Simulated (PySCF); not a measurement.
Compound: C4H4ClF2N.
Geometry (PBE0-D3(BJ)/def2-SVP, Å), atoms numbered from 1 in this order:
```xyz
12
C4H4ClF2N angstrom
N     -0.394    2.754    0.235
C     -0.178    1.650   -0.030
C      0.133    0.253   -0.382
F      0.665    0.233   -1.649
C      1.173   -0.283    0.596
F      1.370   -1.610    0.362
C     -1.124   -0.613   -0.445
Cl    -1.979   -0.641    1.105
H      0.820   -0.135    1.628
H      2.116    0.266    0.441
H     -1.796   -0.219   -1.217
H     -0.815   -1.634   -0.703
```

Method: core-valence-separated Tamm–Dancoff BHandHLYP/aug-pcX-1 (pcseg-1 on H, def2-SVPD on Cl) in PySCF, non-relativistic, gas phase, PBE0-D3(BJ)/def2-SVP geometry. BHandHLYP without relativity tends to put these K edges a few eV too low, so spacings mean more than positions.

The lowest roots of each edge with f over 0.003 (five at most, numbered afresh; weaker and dark ones are left out), with transition dipoles (au) in the frame of the coordinates:

| root | edge | E (eV) | μx | μy | μz |
| --- | --- | --- | --- | --- | --- |
| 1 | C | 283.69 | -0.0316 | -0.0256 | 0.0801 |
| 2 | C | 283.93 | 0.0865 | 0.0099 | 0.0369 |
| 3 | C | 285.28 | -0.0501 | -0.0043 | 0.0825 |
| 4 | C | 287.18 | 0.0001 | -0.0804 | -0.0255 |
| 5 | C | 287.30 | -0.0037 | 0.0226 | -0.0025 |
| 6 | N | 397.04 | -0.0227 | -0.0225 | 0.0748 |
| 7 | N | 397.34 | 0.0764 | 0.0092 | 0.0261 |
| 8 | F | 684.62 | -0.0188 | 0.0033 | 0.0411 |
| 9 | F | 685.35 | 0.0068 | -0.0408 | -0.0062 |
| 10 | F | 687.22 | -0.0026 | 0.0210 | 0.0042 |
| 11 | F | 687.34 | 0.0016 | -0.0053 | -0.0145 |
| 12 | F | 687.82 | 0.0049 | 0.0087 | 0.0095 |

Question: What are the oscillator strengths?

Answer: f = (2/3) ΔE |μ|², with ΔE in hartree (27.2114 eV):

```
root  ΔE (Eh)  |μ|² (au)      f  core hole on
   1  10.4254   0.008070  0.056            C2
   2  10.4343   0.008942  0.062            C2
   3  10.4838   0.009335  0.065            C7
   4  10.5538   0.007114  0.050            C5
   5  10.5580   0.000531  0.004            C2
   6  14.5911   0.006617  0.064            N1
   7  14.6021   0.006603  0.064            N1
   8  25.1592   0.002054  0.035            F4
   9  25.1863   0.001749  0.029            F6
  10  25.2549   0.000465  0.008            F6
  11  25.2592   0.000241  0.004            F4
  12  25.2770   0.000190  0.003            F6
```

Question: Molecules are fixed in this frame and the field points along (1, 1, 0)/√2. What effective strengths 3 f cos²θ do the roots have (θ between field and μ)?

Answer: root 1 (C2): 0.034, root 2 (C2): 0.097, root 3 (C7): 0.031, root 4 (C5): 0.068, root 5 (C2): 0.004, root 6 (N1): 0.030, root 7 (N1): 0.107, root 8 (F4): 0.006, root 9 (F6): 0.029, root 10 (F6): 0.009, root 11 (F4): 0.000, root 12 (F6): 0.005. Averaged over all orientations cos²θ is 1/3, which gives f back.

Rough CPU time on one thread of a shared machine: about 50 s.

One conformer stands for the species.
